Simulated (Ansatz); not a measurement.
Ta(NH)F3 (TaNF₃H). Charge 0, multiplicity 3. Geometry r2SCAN-D4/def2-SVP, that of the neutral singlet; atoms count from 1.

```csv
atom,x (Å),y (Å),z (Å)
Ta1,0.059,0.370,0.290
N2,-0.161,-1.007,-0.787
H3,-0.287,-1.800,-1.407
F4,0.786,-0.283,1.902
F5,-1.636,1.149,0.564
F6,1.239,1.570,-0.561
```

In the def2 sets Ta takes a core potential; there is no spin–orbit coupling. At PBE0-D4/def2-TZVP a singlet of charge 0 lies 4.82 eV below the triplet at the same geometry.

Q: Estimate the Mulliken populations from the PBE0/def2-TZVP orbitals of Ansatz.

A: 
```csv
atom,charge (e),spin (α − β),d electrons
Ta1,1.48,0.96,2.79
N2,-0.49,0.98,–
H3,0.26,-0.03,–
F4,-0.41,0.03,–
F5,-0.41,0.03,–
F6,-0.42,0.02,–
```
Mulliken values depend strongly on the basis.

Q: Where does the spin sit?

A: Summed by element: Ta 0.96, N 0.98, H -0.03, F 0.08, of 2 unpaired in all. Largest on single atoms: N2 0.98, Ta1 0.96, F4 0.03.

Q: And the Mayer bond orders between heavy atoms (over 0.3)?

A: Ta1–N2 1.21 (1.76 Å); Ta1–F4 0.95 (1.89 Å); Ta1–F5 0.95 (1.89 Å); Ta1–F6 0.93 (1.89 Å).
